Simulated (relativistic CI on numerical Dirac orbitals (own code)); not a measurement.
## Ne I: calculation against measurement

Method of calculation: Dirac-Coulomb-Breit CI, KLI orbitals optimised for each configuration, model QED (radiative potential, 1s self-energy scaled to tabulated hydrogen-like ionisation energies), valence Slater integrals scaled by 0.85, configuration energies shifted to the measured levels that pair with them (semi-empirical) (own radial code, finite nucleus).

CI space (outside the closed core 1s2 2s2): 2p⁶, 2p⁵3s, 2p⁵3p, 2p⁵4s, 2p⁵3d, 2p⁵4p, 2p⁵4d, 2p⁵4f. Levels of other configurations are missing.

```
Configuration  Term (tabulated)  J  Measured (cm⁻¹)  Computed  Error  Purity (%)
          2p⁶                1S  0              0.0         0      0         100
        2p⁵3s           2[3/2]°  2         134041.8    134054     12         100
        2p⁵3s           2[3/2]°  1         134459.3    134461      2          93
        2p⁵3s           2[1/2]°  0         134818.6    134817     -2         100
        2p⁵3s           2[1/2]°  1         135888.7    135833    -56          93
        2p⁵3p            2[1/2]  1         148257.8    148876    618          97
        2p⁵3p            2[5/2]  3         149657.0    149729     72         100
        2p⁵3p            2[5/2]  2         149824.2    149883     59          74
        2p⁵3p            2[3/2]  1         150121.6    150142     21          64
        2p⁵3p            2[3/2]  2         150315.9    150295    -21          53
        2p⁵3p            2[3/2]  1         150772.1    150729    -43          43
        2p⁵3p            2[3/2]  2         150858.5    150832    -27          44
        2p⁵3p            2[1/2]  0         150917.4    150856    -61          99
        2p⁵3p            2[1/2]  1         151038.5    150966    -73          65
        2p⁵3p            2[1/2]  0         152970.7    153811    840          92
        2p⁵4s           2[3/2]°  2         158601.1    158591    -10         100
        2p⁵4s           2[3/2]°  1         158796.0    158810     14          61
        2p⁵4s           2[1/2]°  0         159380.0    159354    -26         100
        2p⁵4s           2[1/2]°  1         159534.6    159545     10          61
        2p⁵3d           2[1/2]°  0         161509.6    161533     24         100
        2p⁵3d           2[1/2]°  1         161524.2    161551     26          84
        2p⁵3d           2[7/2]°  4         161590.3    161598      8         100
        2p⁵3d           2[7/2]°  3         161592.1    161605     13          55
        2p⁵3d           2[3/2]°  2         161607.3    161616      9          62
        2p⁵3d           2[3/2]°  1         161636.6    161657     21          58
        2p⁵3d           2[5/2]°  2         161699.7    161692     -8          43
        2p⁵3d           2[5/2]°  3         161701.4    161693     -8          72
        2p⁵3d           2[5/2]°  2         162408.7    162394    -15          71
        2p⁵3d           2[5/2]°  3         162410.2    162397    -13          40
        2p⁵3d           2[3/2]°  2         162420.0    162403    -17          38
        2p⁵3d           2[3/2]°  1         162435.7    162425    -11          59
        2p⁵4d           2[7/2]°  4         167000.0    167000      0         100
```

Measured levels from NIST Handbook of Basic Atomic Spectroscopic Data (Sansonetti and Martin, J. Phys. Chem. Ref. Data 34, 1559 (2005)); pairs were made by configuration, J and term (by order where the table uses no LS term), so strongly mixed levels may be paired wrongly.

Mean error by configuration (cm⁻¹): 2p⁵3s -11; 2p⁵3p 138; 2p⁵4s -3; 2p⁵3d 2; 2p⁵4d 0. Over the excited levels the mean absolute error is 69 cm⁻¹ (31 of the 32 excited levels that our extract of the source holds in range could be paired, and the others can miss by more), and the median relative error of those above 1,000 cm⁻¹ is 0.011 %, both after the shifts were fitted to these levels, so that a configuration with one level shows no error.

Transition probabilities of persistent lines. The last column rescales the computed rate by the cube of measured over computed energy:

| λ measured (Å) | Lower | Upper | A tabulated (s⁻¹) | A computed | A rescaled |
| --- | --- | --- | --- | --- | --- |
| 615.63 vacuum | 2p⁶ ¹S0 | 2p⁵3d ²[3/2]°1 | 3.80e+07 | 4.31e+07 | 4.31e+07 |
| 618.67 vacuum | 2p⁶ ¹S0 | 2p⁵3d ²[3/2]°1 | 9.29e+07 | 8.43e+07 | 8.43e+07 |
| 619.10 vacuum | 2p⁶ ¹S0 | 2p⁵3d ²[1/2]°1 | 3.30e+07 | 1.88e+07 | 1.87e+07 |
| 626.82 vacuum | 2p⁶ ¹S0 | 2p⁵4s ²[1/2]°1 | 7.41e+07 | 1.33e+08 | 1.33e+08 |
| 629.74 vacuum | 2p⁶ ¹S0 | 2p⁵4s ²[3/2]°1 | 4.80e+07 | 8.61e+07 | 8.61e+07 |
| 735.90 vacuum | 2p⁶ ¹S0 | 2p⁵3s ²[1/2]°1 | 6.12e+08 | 5.73e+08 | 5.74e+08 |
| 743.72 vacuum | 2p⁶ ¹S0 | 2p⁵3s ²[3/2]°1 | 4.86e+07 | 4.54e+07 | 4.54e+07 |
| 5400.56 air | 2p⁵3s ²[3/2]°1 | 2p⁵3p ²[1/2]0 | 9.00e+05 | 2.73e+06 | 2.39e+06 |
| 5852.49 air | 2p⁵3s ²[1/2]°1 | 2p⁵3p ²[1/2]0 | 6.82e+07 | 8.64e+07 | 7.41e+07 |
| 6030.00 air | 2p⁵3s ²[3/2]°1 | 2p⁵3p ²[1/2]1 | 5.61e+06 | 6.94e+06 | 7.04e+06 |
| 6074.34 air | 2p⁵3s ²[3/2]°1 | 2p⁵3p ²[1/2]0 | 6.03e+07 | 6.28e+07 | 6.35e+07 |
| 6143.06 air | 2p⁵3s ²[3/2]°2 | 2p⁵3p ²[3/2]2 | 2.82e+07 | 3.46e+07 | 3.48e+07 |
| 6163.59 air | 2p⁵3s ²[1/2]°0 | 2p⁵3p ²[1/2]1 | 1.46e+07 | 1.75e+07 | 1.77e+07 |
| 6217.28 air | 2p⁵3s ²[3/2]°2 | 2p⁵3p ²[3/2]1 | 6.37e+06 | 7.82e+06 | 7.81e+06 |
| 6266.49 air | 2p⁵3s ²[1/2]°0 | 2p⁵3p ²[3/2]1 | 2.49e+07 | 3.03e+07 | 3.06e+07 |
| 6382.99 air | 2p⁵3s ²[3/2]°1 | 2p⁵3p ²[3/2]1 | 3.21e+07 | 3.72e+07 | 3.71e+07 |
| 6402.25 air | 2p⁵3s ²[3/2]°2 | 2p⁵3p ²[5/2]3 | 5.14e+07 | 5.82e+07 | 5.76e+07 |
| 6506.53 air | 2p⁵3s ²[3/2]°1 | 2p⁵3p ²[5/2]2 | 3.00e+07 | 3.31e+07 | 3.27e+07 |
| 6598.95 air | 2p⁵3s ²[1/2]°1 | 2p⁵3p ²[1/2]1 | 2.32e+07 | 2.47e+07 | 2.48e+07 |
| 6929.47 air | 2p⁵3s ²[1/2]°1 | 2p⁵3p ²[3/2]2 | 1.74e+07 | 1.64e+07 | 1.63e+07 |
| 7032.41 air | 2p⁵3s ²[3/2]°2 | 2p⁵3p ²[1/2]1 | 2.53e+07 | 3.51e+07 | 3.10e+07 |
| 7173.94 air | 2p⁵3s ²[1/2]°1 | 2p⁵3p ²[5/2]2 | 2.87e+06 | 3.79e+06 | 3.70e+06 |
| 7245.17 air | 2p⁵3s ²[3/2]°1 | 2p⁵3p ²[1/2]1 | 9.35e+06 | 1.22e+07 | 1.07e+07 |
| 8377.61 air | 2p⁵3p ²[5/2]3 | 2p⁵3d ²[7/2]°4 | 5.10e+07 | 5.22e+07 | 5.31e+07 |
| 8654.38 air | 2p⁵3p ²[3/2]2 | 2p⁵3d ²[5/2]°3 | 4.45e+07 | 4.58e+07 | 4.56e+07 |
| 8783.75 air | 2p⁵3p ²[1/2]1 | 2p⁵3d ²[3/2]°2 | 3.13e+07 | 3.62e+07 | 3.56e+07 |

Configurations whose levels could be paired with our table of measured levels were shifted onto them, all but the ground configuration, by the median error of their levels; single terms can still be off by 1,000 to 2,000 cm⁻¹ or more, and rates follow the energies as ν³ (E1, M1) or ν⁵ (E2). The others borrow a shift and can be off by several thousand cm⁻¹ or more. The fine structure of a lone outer electron comes out too small, for d and f at times inverted, and misplaced configurations move strength between like terms. 31 of the 32 excited levels that our extract of the measured tables holds in this range could be paired (the sources list more); they are missed by 69 cm⁻¹ on average and 840 at most, after the shifts were fitted to these levels, and levels without a partner can miss by more.

Shifts applied (cm⁻¹): 2p⁶ 0; 2p⁵3s 6573; 2p⁵3p 7306; 2p⁵4s 6424; 2p⁵3d 7261; 2p⁵4d 6339.
